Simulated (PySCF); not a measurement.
## Partial charges of `COC1=CC=CBC=C1`

C7H9BO.
Geometry (PBE0-D3(BJ)/def2-SVP, Å), atoms numbered from 1 in this order:
```xyz
18
C7H9BO angstrom
C      2.8681   -0.1552   -1.1074
O      1.7757   -0.9881   -0.8388
C      0.5827   -0.4689   -0.4788
C      0.3975    0.8965   -0.3640
C     -0.7594    1.6311   -0.0059
C     -2.0267    1.2107    0.3311
B     -2.5477   -0.2126    0.4110
C     -1.6807   -1.4434    0.1149
C     -0.3685   -1.5171   -0.2583
H      3.7030   -0.8160   -1.3720
H      2.6674    0.5254   -1.9532
H      3.1523    0.4457   -0.2259
H      1.2697    1.5155   -0.5810
H     -0.5834    2.7147   -0.0063
H     -2.7188    2.0297    0.5620
H     -3.7061   -0.3979    0.7239
H     -2.1582   -2.4273    0.2058
H      0.0801   -2.5032   -0.4286
```

Density: PBE0/pcSseg-1 (PySCF); schemes: Mulliken, IAO, Hirshfeld and ESP-fitted. Geometry: PBE0-D3(BJ)/def2-SVP, one conformer, isolated molecule.

Question: What partial charge does each atom carry?

Answer: In e; atoms taken as equivalent share a row and are averaged (×n: the atom named and its like, n in all):

```tsv
atom	environment	Mulliken	IAO	Hirshfeld	ESP-fitted
C1	methoxy carbon	-0.051	-0.205	-0.027	-0.094
O2	ether oxygen	-0.480	-0.310	-0.091	-0.332
C3	unsaturated ring carbon	+0.240	+0.227	+0.097	+0.488
C4	unsaturated ring CH carbon	-0.233	-0.217	-0.070	-0.291
C5	unsaturated ring CH carbon	-0.068	-0.084	-0.020	-0.125
C6	unsaturated ring CH carbon	-0.304	-0.256	-0.117	-0.232
B7	ring boron	+0.389	-0.002	+0.064	+0.167
C8	unsaturated ring CH carbon	-0.271	-0.222	-0.092	-0.146
C9	unsaturated ring CH carbon	-0.105	-0.117	-0.034	-0.283
H10/H11/H12	methyl hydrogen	+0.127	+0.147	+0.051	+0.096
H13	vinylic hydrogen	+0.112	+0.147	+0.040	+0.148
H14	vinylic hydrogen	+0.101	+0.146	+0.047	+0.146
H15	vinylic hydrogen	+0.111	+0.147	+0.038	+0.118
H16	B–H hydrogen	-0.056	-0.005	-0.078	-0.125
H17	vinylic hydrogen	+0.118	+0.153	+0.044	+0.118
H18	vinylic hydrogen	+0.117	+0.159	+0.046	+0.152
```

Mean size of the charges over all atoms: ESP-fitted 0.181 e, Mulliken 0.174 e, IAO 0.158 e, Hirshfeld 0.059 e. Each set sums to the total charge, 0, to within 0.001 e. The IAO scheme counts the electrons in orthogonalised intrinsic atomic orbitals, a minimal basis polarised so that it spans the occupied orbitals exactly.

Some averages cover members that differ in this geometry: H10/H11/H12, ESP-fitted +0.083 to +0.124; H10/H11/H12, IAO +0.136 to +0.168 e.

Lowest charge. The schemes don't all agree: Mulliken O2 (-0.480); IAO O2 (-0.310); Hirshfeld C6 (-0.117); ESP-fitted O2 (-0.332).

Highest charge. The schemes don't all agree: Mulliken B7 (+0.389); IAO C3 (+0.227); Hirshfeld C3 (+0.097); ESP-fitted C3 (+0.488).

Question: How closely do the schemes follow one another over all atoms?

Answer: Correlation coefficient and root-mean-square difference: Mulliken with Hirshfeld 0.92, 0.153 e; Hirshfeld with ESP-fitted 0.91, 0.152 e; IAO with Hirshfeld 0.90, 0.120 e; IAO with ESP-fitted 0.88, 0.099 e; Mulliken with ESP-fitted 0.87, 0.107 e; Mulliken with IAO 0.85, 0.111 e.

Question: How many electrons does the Hirshfeld scheme count on C5?

Answer: Z − q = 6 − (-0.020) = 6.020.
